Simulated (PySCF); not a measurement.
# Rb: ionisation energy

Rb [Kr] 5s1 (2S) → Rb⁺ [Kr] (1S), as a difference of total energies. All numbers are calculated (PySCF 2.14, a scalar-relativistic core potential, in def2-TZVPPD with the def2 core potential (28 electrons) (6s4p3d1f, 40 functions)). Correlated levels: valence and next inner shell: nothing frozen outside the core potential. The calculations carry no spin-orbit coupling.

```
                                method  ionisation energy (eV)  error (eV)
                                   UHF                   3.805      -0.372
    MP2 (valence and next inner shell)                   4.067      -0.110
SCS-MP2 (valence and next inner shell)                   4.014      -0.163
   CCSD (valence and next inner shell)                   4.085      -0.092
CCSD(T) (valence and next inner shell)                   4.096      -0.081
```

Reference: 4.177 eV (measured; NIST Atomic Spectra Database, ionization energies).

Errors of the correlated levels include the incompleteness of this basis.
